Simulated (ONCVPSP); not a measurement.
## Configuration tests for Sn (Z = 50) (ONCV)

| Property | Result |
| --- | --- |
| Element | tin |
| Generator | ONCVPSP 4.0.1 |
| Type | optimised norm-conserving Vanderbilt (ONCV) |
| Functional | LDA (Perdew-Wang 92) |
| Relativity | scalar-relativistic |
| Frozen core | [Kr] |
| Valence charge | 14 |
| Reference configuration | 4d10 5s2 5p1.5 (charge +0.5) |
| Partial waves | 5s: rc 1.60 bohr, ncon 3, nbas 6, qcut 4.8 1/bohr, 2 projectors, debl 0.6 Ha; 5p: rc 2.30 bohr, ncon 4, nbas 9, qcut 3.9 1/bohr, 1 projector; 4d: rc 1.10 bohr, ncon 4, nbas 9, qcut 7.6 1/bohr, 2 projectors, debl 1.5 Ha; f scattering state at 0.02 Ha: rc 1.85 bohr, ncon 4, nbas 7, qcut 6.8 1/bohr, 2 projectors, debl 2.8 Ha |
| Local potential | polynomial inside 1.10 bohr (lpopt 5, dvloc0 -1 Ha) |
| Core correction | Teter function, fcfact 4.5, rcfact 1.7 |

Energies are relative to the spin-unpolarised reference configuration 4d10 5s2 5p1.5; without spin polarisation the order of configurations can differ from experiment.

```json
{"valence configuration": "4d10 5s2 5p0", "charge": "+2", "ΔE all-electron (eV)": "18.637", "error AE − PS (meV)": "-8.2"}
{"valence configuration": "4d9 5s2 5p3", "charge": "0", "ΔE all-electron (eV)": "21.648", "error AE − PS (meV)": "-235"}
```

Question: What are ΔE and the potential's error for 4d10 5s2 5p2?

Answer: ΔE = -2.713 eV all-electron; the error (AE − PS) is +0.7 meV.

Question: What are ΔE and the potential's error for 4d10 5s2 5p1?

Answer: ΔE = 4.379 eV all-electron; the error (AE − PS) is -1.1 meV.

Levels in the configuration 4d10 5s2 5p1:

| level | all-electron (eV) | pseudo (eV) |
| --- | --- | --- |
| 4d | -33.932 | -33.858 |
| 5s | -18.157 | -18.159 |
| 5p | -10.519 | -10.520 |

Note: ghosts flagged at negative energy: s at -125.1 eV, p at -92.6 eV, d at -190.0 eV; GHOST(+) flagged for s at 238.7 eV. A true bound ghost makes a file unfit for plane-wave use.
